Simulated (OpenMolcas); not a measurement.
Mg+: CASPT2 settings compared

| Item | Value |
| --- | --- |
| Program | OpenMolcas |
| Basis | ANO-L-VDZP [4s3p1d] |
| Scalar Hamiltonian | non-relativistic, point nucleus |
| Active space | 1 electron in 8 orbitals (3s 3p 4s 4p) |
| State averaging | 2S+1 = 2 even, 1 root; 2S+1 = 2 odd, 3 roots |
| Spin-orbit coupling | RASSI with atomic mean-field integrals over the reference wave functions, term energies averaged over their components |

Methods on the same reference wave functions:
A. CASSCF
B. SS-CASPT2, IPEA 0.75 Eh, sigma2 regulariser 0.5 Eh (closed shells correlated: 2s 2p)
C. SS-CASPT2, IPEA 0.15 Eh, sigma1 regulariser 0.1 Eh (closed shells correlated: 1s 2s 2p)
D. SS-CASPT2, IPEA 0.3 Eh, sigma2 regulariser 0.3 Eh (closed shells correlated: 2s 2p)

Energies in eV above 3s 2S 1/2, the measured ground level; measured values from NIST Handbook of Basic Atomic Spectroscopic Data.

| Level | A | B | C | D | Measured |
| --- | --- | --- | --- | --- | --- |
| 3s 2S 1/2 | 0.0000 | 0.0000 | 0.0000 | 0.0000 | 0.0000 |
| 3p 2P* 1/2 | 4.2801 | 4.293 | 4.294 | 4.294 | 4.4224 |
| 3p 2P* 3/2 | 4.2881 | 4.301 | 4.302 | 4.302 | 4.4338 |

Deviations, from unrounded energies. A percentage is the sum of absolute deviations over the sum of measured energies, with the sign that they share, or ± where signs differ.

```csv
Against measurement,Levels,A,B,C,D
mean absolute deviation (cm-1),2,1200,1100,1000,1100
other configurations (%),2,-3.3,-3.0,-2.9,-2.9
```

B, C, D lie about equally close to measurement and A furthest from it. The largest miss of C in the table is 3p 2P* 3/2, by -1100 cm-1. The ranking rests on the paired levels alone, and a cruder setting can come out closer through cancelling errors.

Among B to D the level of the table that moves most is 3p 2P* 1/2, by 6.9 cm-1 (lowest in B, highest in C).

The lowest spin-free term lies below A's lowest term by 0.003 hartree in B, 0.004 hartree in C, 0.004 hartree in D.

With one active electron outside closed inactive shells, the extra shells (4p 4s) add no correlation to the reference. ANO sets are built for ground and valence states and can reach diffuse excited orbitals poorly. With one active electron the reference holds no correlation, so core polarisation is missing (holds for A). With one active electron, CASPT2 adds the correlation within the correlated inactive shells and between them and that electron, and leaves the splitting within a term as the reference gives it (holds for B; C; D). Measured partners are found by configuration, term and J. A level has none where our copy of the source lacks it or the pairing is in doubt (some pairs that miss far off the trend of their configuration count as doubtful), and it then counts in no deviation. Only configurations of the active space appear.

* marks odd parity.
